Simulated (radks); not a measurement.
Problem. Spherical quantum dot in the effective-mass picture: electrons in a hard-walled sphere of radius 4.27, with a point charge +1 (a donor) at the centre, all in effective atomic units (hartree* = m*/eps^2 hartree, bohr* = eps/m* bohr), one dielectric constant everywhere. Method: non-relativistic Kohn-Sham, exchange-only LDA, spin-polarised, spherical densities; computed with a radial shooting solver with Libxc functionals. Levels are named by radial order and angular momentum (1s, 1p, 1d, 2s, ...), and open shells are averaged over m. At N = 15 the configuration is 1s2 1p6 1d(up 5, down 2). Does electron 16 go into 2s down or 2s up or 1d down?

Solution. Into 1d down. The total energies of the other choices lie higher by 0.0776 hartree* (2s up), 0.0942 hartree* (2s down).
